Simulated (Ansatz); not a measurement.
Stepwise reaction of `[CH3][Al]([Br])[Br]` with hydrogen, as a gas-phase model of exchange steps in deposition or etching. ΔE in kJ/mol.

Program: Ansatz. Geometries: PBE0-D4/def2-TZVP. ΔE: electronic, gas phase. CBS: MP2 limit from def2 TZ/QZ plus the TZ coupled-cluster correction, frozen cores. This one scheme is used for every species. DFT in def2-TZVPP. B3LYP here is the variant with VWN-RPA as its local correlation; programs differ in this. For Br outer-core shells are correlated without core-valence functions, which leaves a few kJ/mol of doubt a bond. Scalar relativity is left out up to krypton.

| step | reaction | PBE-D4 | B3LYP-D4 | ωB97M-V | CCSD(T)/CBS |
| --- | --- | --- | --- | --- | --- |
| 1 | `[CH3][Al]([Br])[Br]` + H₂ → `[CH3][AlH][Br]` + HBr | 145.1 | 145.2 | 145.8 | 150.9 |

Give the row of step 2, `[CH3][AlH][Br]` + H₂ → `[CH3][AlH2]` + HBr. (Estimate.)

Computed: 
```
step                                     reaction  PBE-D4  B3LYP-D4  ωB97M-V  CCSD(T)/CBS
   2  `[CH3][AlH][Br]` + H₂ → `[CH3][AlH2]` + HBr   153.9     153.5    155.6        159.2
```

By hand: ΔE of the 2 steps together at CCSD(T)/CBS.

(150.9) + (159.2) = 310.1 kJ/mol, or 155.1 kJ/mol a step.

In ΔE each step is higher than the one before. All are uphill at CCSD(T)/CBS. PBE-D4 differs from CCSD(T)/CBS by -5.8 to -5.3 kJ/mol a step. Isolated molecules leave out the surface, adducts and barriers. Largest T1 diagnostic: 0.009.
